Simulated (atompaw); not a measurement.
copper (Cu): one change to a PAW (atompaw) potential, before and after

Cu, PAW, made with atompaw 4.2.0.5 (PBE, scalar-relativistic). Core [Ar], reference 3d9 4s2 4p0. Waves: 4s (bound): rc 2.35 bohr; 4s channel at 0.25 Ry: rc 2.95 bohr; 4p (bound, empty): rc 2.95 bohr; 4p channel at 1.55 Ry: rc 2.95 bohr; 3d (bound): rc 1.55 bohr; 3d channel at 1.45 Ry: rc 1.55 bohr. Local part: bessel scheme, radius 2.05 bohr. Core correction: smooth core density matched at 2.90 bohr. Augmentation charge: sinc compensation charge, radius 2.80 bohr; PAW radius 2.95 bohr; waves and projectors: custom polynom2 7 10 vanderbiltortho.

Change: local potential troulliermartins scheme with l = 3 at 0 Ry, radius 2.05 bohr.

Cutoffs: the cutoffs (Ry, on a coarse ladder) from which the occupation-weighted sum of valence levels, in a spherical-Bessel basis at the reference potential, stays within 10 and 1 mRy of its value at 400 Ry; they do not see the model core or the augmentation charge, which bear on the density cutoff.

Problem. What does the change do?

Solution. The potential gets neither clearly harder nor softer (160 Ry and 300 Ry → 160 Ry and 300 Ry); neither file shows a bound ghost.

```tsv
quantity	base	changed
cutoff, loose	160 Ry	160 Ry
cutoff, tight	300 Ry	300 Ry
bound ghosts	none	none
s: phases at 2.97 bohr within 0.05 rad from the reference energy up to (Ry; the scan ends near 5)	1.4	0.8
p: phases at 2.97 bohr within 0.05 rad from the reference energy up to (Ry; the scan ends near 5)	3.6	2.9
d: phases at 2.97 bohr within 0.05 rad from the reference energy up to (Ry; the scan ends near 5)	4.4	4.6
lowest overlap eigenvalue by channel	s 0.41, p 0.87, d 0.97	s 0.12, p 0.87, d 0.94
```

 The cutoffs see the waves, projectors and local potential, not the compensation charge or the core.
